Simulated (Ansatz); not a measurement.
A run for Ansatz (a program for electronic structure): U-CAM-B3LYP/def2-TZVPP on InMo, 2S+1 = 8, a spin state set in the input, which need not be the lowest, a point of a bond scan (R = 2.924 Å). Elements past Kr take the def2 small-core potentials; no spin–orbit coupling.

Ansatz 0.2 input:
```yaml
crystal:
  periodic: [false, false, false]
  atoms:
    - {symbol: Mo, position_ang: [0.00000000, 0.00000000, 0.00000000]}
    - {symbol: In, position_ang: [0.00000000, 0.00000000, 2.92414200]}
basis:
  gaussian:
    orbitals: def2-TZVPP
    pivot_positions_ang: [[0.00000000, 0.00000000, 0.00000000], [0.00000000, 0.00000000, 2.92414200]]
hamiltonian:
  xc: {name: CAM-B3LYP}
magnetization: {spin_polarized: true, initial_magnetization: 7}
output: {forces: true, orbitals: {seedname: ./end}}
```

The head of its log:

```
WARN ansatz: RAYON_NUM_THREADS=1 ignored (pool sized by the plan → 1); use --threads N
Functional definition: CAM-B3LYP
integrals: 0.04 GiB planned
814 factors; their error is unknown
integrals: 0.07 GiB planned
240 factors; integrals over basis functions are off by at most 3.5e-5 eV
mean field: 0.55 GiB planned
mean field evaluation 1: about -7023.0492 eV, gradient 1.8e1 eV
mean field evaluation 2: about -7022.7329 eV, gradient 2.1e1 eV
```

Q: What total energy does the run end on?

A: -258.1583 hartree.
